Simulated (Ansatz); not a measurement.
C3H9ClGeO2, singlet, at a GFN2-xTB geometry; Ansatz (an electronic-structure program) with SC-NEVPT2/STO-3G, CASSCF(4,5).

Ansatz was given this input:
Ansatz 0.2 input:
```yaml
crystal:
  periodic: [false, false, false]
  atoms:
    - {symbol: C, position_ang: [2.30927427, -1.09763729, 0.90721070]}
    - {symbol: O, position_ang: [1.67924718, 0.12726471, 0.57287383]}
    - {symbol: Ge, position_ang: [0.03213813, 0.35796632, 0.02872426]}
    - {symbol: C, position_ang: [-0.25220359, 2.32117788, 0.06544763]}
    - {symbol: Cl, position_ang: [-0.24781661, -0.51969949, -1.89937824]}
    - {symbol: O, position_ang: [-0.95637799, -0.59942895, 1.15283005]}
    - {symbol: C, position_ang: [-2.27521773, -1.06806734, 0.95762844]}
    - {symbol: H, position_ang: [1.71691313, -1.66386180, 1.62716104]}
    - {symbol: H, position_ang: [2.47213286, -1.71038108, 0.01759727]}
    - {symbol: H, position_ang: [3.27235702, -0.84045219, 1.35016774]}
    - {symbol: H, position_ang: [-1.14413678, 2.58557342, -0.49390909]}
    - {symbol: H, position_ang: [0.60840321, 2.80902803, -0.37838991]}
    - {symbol: H, position_ang: [-0.35862481, 2.64717674, 1.09446506]}
    - {symbol: H, position_ang: [-2.43169752, -1.87716442, 1.67260275]}
    - {symbol: H, position_ang: [-3.00177334, -0.27514426, 1.14780328]}
    - {symbol: H, position_ang: [-2.42318251, -1.45033131, -0.05459632]}
basis:
  gaussian:
    orbitals: STO-3G
magnetization: {spin_polarized: false}
correlation: {method: sc_nevpt2, electrons: all, active_space: {window: {electrons: 4, orbitals: 5}}}
```

Output, abridged:

```
Functional definition: HF
771 factors; integrals over basis functions are off by at most 3.2e-5 eV
mean field evaluation 1: about -75415.3139 eV, gradient 3.0e1 eV
mean field evaluation 2: about -75415.5782 eV, gradient 3.0e1 eV
mean field evaluation 4: about -75419.0008 eV, gradient 2.0e0 eV
mean field evaluation 8: about -75419.0206 eV, gradient 4.3e-2 eV
mean field -75419.02064004 eV, -2771.5978876732 hartree, gradient 1.8e-6 eV, S^2 0.000000; 0 other end points of the search recorded, 0 dependent functions left out
reference -75419.02064004 eV, -2771.5978876732 hartree; 46, 46 occupied and 15, 15 virtual orbitals, 771 factors
state -75420.18513793 eV, -2771.6406821815 hartree
state -75420.18513793 eV, -2771.6406821815 hartree; corrected -75426.45639229 eV, -2771.8711465283 hartree
state -75419.80481057 eV, -2771.6267054085 hartree
state -75419.80481057 eV, -2771.6267054085 hartree; corrected -75426.38681677 eV, -2771.8685896749 hartree
state -75420.18513793 eV, -2771.6406821815 hartree; corrected -75426.45639229 eV, -2771.8711465283 hartree
the orbitals are reached from a further start. From the first start the search ends at -75419.80478695 eV, -2771.6267045407 hartree
Total energy: -75426.45639229 eV, -2771.8711465283 hartree
```
